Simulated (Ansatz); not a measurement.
Computed with Ansatz on PBE0-D4/def2-TZVP structures; ΔE is electronic, products minus reactants. CBS: MP2 limit from def2 TZ/QZ plus the TZ coupled-cluster correction, frozen cores. This one scheme is used for every species. DFT in def2-TZVPP. For Ge outer-core shells are correlated without core-valence functions, which leaves a few kJ/mol of doubt a bond. Scalar relativity is left out up to krypton. Each species was taken in one conformer, which may not be the lowest.

`O[SiH2][GeH2][SH]` + CH₃SH → `CS[SiH2]O` + `[SH][GeH3]`  (cleavage of the Si–Ge bond)

`O[SiH2][GeH2][SH]`:

Z-matrix (Å, degrees):
```
Si
Ge 1 2.380
O 1 1.648 2 106.6
H 1 1.492 2 108.9 3 -120.5
H 1 1.492 2 110.7 3 121.7
S 2 2.233 1 109.9 3 69.4
H 2 1.536 1 113.0 3 -46.3
H 2 1.542 1 111.2 3 -169.1
H 3 0.958 1 118.2 2 -170.0
H 6 1.343 2 94.5 1 54.4
```

CH₃SH:

```xyz
6

C    -0.037    0.451    0.192
S    -0.068   -0.772   -1.137
H    -0.799    0.244    0.943
H    -0.259    1.411   -0.273
H     0.946    0.510    0.658
H     0.218   -1.844   -0.383
```

`CS[SiH2]O`:

```xyz
10

C    -1.015   -0.458    1.298
S    -0.052   -1.416    0.089
Si    1.091    0.145   -0.776
O     0.182    1.266   -1.569
H    -1.617    0.303    0.804
H    -0.358    0.008    2.033
H    -1.675   -1.160    1.806
H     2.038   -0.559   -1.678
H     1.790    0.929    0.267
H    -0.385    0.943   -2.272
```

`[SH][GeH3]`:

Cartesian coordinates in Å:
```
S -0.056 -0.215 -1.707
Ge 0.064 0.325 0.447
H -0.294 -1.516 -1.479
H 1.203 -0.447 1.130
H -1.267 0.021 1.151
H 0.349 1.831 0.458
```

Is it downhill or uphill in electronic energy at CCSD(T)/CBS, and by how much? (Estimate.)

Ansatz gave: Downhill: ΔE = -0.62 eV.

What do these levels give: PBE-D4, B2PLYP, PBE, PBE0, HF/def2-TZVPP, SCS-MP2/def2-TZVPP, CCSD/def2-TZVPP, CCSD(T)/def2-TZVPP, HF/def2-QZVPP, HF/CBS(def2), MP2/CBS(def2), CCSD/CBS(def2)? (Best estimate.)

The calculation gave: PBE-D4 -0.57, B2PLYP -0.63, PBE -0.57, PBE0 -0.59, HF/def2-TZVPP -0.66, SCS-MP2/def2-TZVPP -0.66, CCSD/def2-TZVPP -0.60, CCSD(T)/def2-TZVPP -0.61, HF/def2-QZVPP -0.67, HF/CBS(def2) -0.67, MP2/CBS(def2) -0.69, CCSD/CBS(def2) -0.61 eV.

Largest T1 diagnostic among the species: 0.012.
